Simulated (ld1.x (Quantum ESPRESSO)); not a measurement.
In (Z = 49): one change to a TM potential, before and after

In (Z = 49), norm-conserving Troullier–Martins (Kleinman–Bylander form), made with ld1.x (Quantum ESPRESSO) 7.5 (PBE, non-relativistic). Core [Kr], reference 4d10 5s2 5p1. Waves: 5p (bound): rc 2.40 bohr; 4d (bound): rc 0.95 bohr; 4f channel at 0.25 Ry: rc 2.20 bohr; 5s (bound): rc 2.45 bohr. Local part: the s channel. Core correction: a·sin(br)/r model core inside 0.45 bohr.

Change: all radii but the core radius scaled by about 1.11 (s 2.72, p 2.68, d 1.06, f 2.44 bohr).

Cutoffs: the cutoffs (Ry, on a coarse ladder) from which the occupation-weighted sum of valence levels, in a spherical-Bessel basis at the reference potential, stays within 10 and 1 mRy of its value at 400 Ry; they do not see the model core or the augmentation charge, which bear on the density cutoff. Errors are all-electron minus pseudo energies relative to the spin-unpolarised reference configuration.

Task: Predict the effect on cutoff, ghosts and configuration errors.

Result: The potential gets softer (120 Ry and 180 Ry → 100 Ry and 120 Ry); of the 7 tests that both files solve, the error grows in 5 and shrinks in 1 by more than 15 % and 0.3 meV (median size 7.4 → 4.7 meV); neither file shows a bound ghost. A larger radius leaves more room for a smooth pseudo-wave, so fewer plane waves are needed.

| quantity | base | changed |
| --- | --- | --- |
| cutoff, loose | 120 Ry | 100 Ry |
| cutoff, tight | 180 Ry | 120 Ry |
| loose cutoff by channel (10 mRy a level) | p 6 Ry, d 90 Ry, s 8 Ry | p 6 Ry, d 80 Ry, s 8 Ry |
| bound ghosts | none | none |
| error for 4d10 5s2 5p0, meV [ΔE 5.43 eV] | -0.4 | +0.4 |
| error for 4d10 5s1 5p0, meV [ΔE 23.81 eV] | -7.4 | -4.4 |
| error for 4d10 5s0 5p0, meV [ΔE 50.94 eV] | -56 | -77 |
| error for 4d10 5s1 5p1, meV [ΔE 11.27 eV] | -1.4 | -2.1 |
| error for 4d10 5s1 5p2, meV [ΔE 5.16 eV] | -2.3 | -4.7 |
| error for 4d10 5s0 5p3, meV [ΔE 10.53 eV] | -11 | -22 |
| error for 4d9 5s0 5p0, meV [ΔE 107.99 eV] | -351 | -488 |
